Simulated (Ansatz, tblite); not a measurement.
Forces on HfSi₅ at its PBE0-D4/def2-SVP geometry. Total charge 0; singlet.

In the def2 sets Hf takes a core potential; there is no spin–orbit coupling. The xTB rows come from tblite. The restricted singlet is unstable towards broken spin symmetry in Hartree–Fock (as tested in another run); at PBE-D4/def2-TZVP this wasn't settled. Another isomer (singlet) lies 2.06 eV lower at PBE0-D4/def2-TZVP; other spin states weren't run for this one.

GFN2-xTB (tblite), largest force 1.36 eV/Å:

```xyz
6
positions Å, forces eV/Å
Hf    0.877   -1.267    0.063    0.396   -0.830    0.197
Si    1.892    0.217   -1.731    0.817   -0.011   -0.413
Si   -1.171    0.018    1.096   -0.765   -0.282    1.087
Si    0.507   -0.423    2.479    0.323   -0.035    0.409
Si   -2.133    0.326   -0.909   -0.285    0.329   -0.475
Si    0.029    1.128   -0.998   -0.485    0.829   -0.806
```

PBE-D4/def2-TZVP (Ansatz), largest force 0.21 eV/Å:

```
Hf -0.010 0.002 -0.007
Si 0.170 -0.052 -0.108
Si -0.136 0.071 0.037
Si 0.113 -0.066 0.115
Si -0.087 -0.058 -0.075
Si -0.050 0.103 0.037
```
